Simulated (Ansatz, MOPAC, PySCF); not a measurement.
Species: CH₂N, charge 0, multiplicity 2. SMILES: C=[N]
Geometry: optimised at B3LYP-D3(BJ)/def2-TZVP (Ansatz, a quantum-chemistry and plane-wave program).

Unscaled harmonic wavenumbers (cm⁻¹) in rising order, each level at the stationary point that it reaches from this structure (no distance between atoms moves by over 0.3 Å); the order of modes can differ between levels, and a negative number is imaginary. B3LYP-D3(BJ)/def2-TZVP (PySCF, at the structure above): 936, 995, 1380, 1725, 2963, 3016.

AM1 (MOPAC): 862, 1071, 1299, 1925, 3024, 3089. Zero-point energy 16.1 against 15.7 kcal/mol; where all levels lie over 400 cm⁻¹, the wavenumbers are on average 1.017 times those of B3LYP-D3(BJ)/def2-TZVP.

PM3 (MOPAC): 793, 983, 1157, 1870, 3013, 3040. Zero-point energy 15.5 against 15.7 kcal/mol; where all levels lie over 400 cm⁻¹, the wavenumbers are on average 0.964 times those of B3LYP-D3(BJ)/def2-TZVP.

PM7 (MOPAC): 857, 1084, 1263, 1852, 2613, 2697. Zero-point energy 14.8 against 15.7 kcal/mol; where all levels lie over 400 cm⁻¹, the wavenumbers are on average 0.962 times those of B3LYP-D3(BJ)/def2-TZVP.

HF/6-31G* (Ansatz): 1032, 1073, 1437, 1639, 3235, 3320. Zero-point energy 16.8 against 15.7 kcal/mol; where all levels lie over 400 cm⁻¹, the wavenumbers are on average 1.061 times those of B3LYP-D3(BJ)/def2-TZVP.
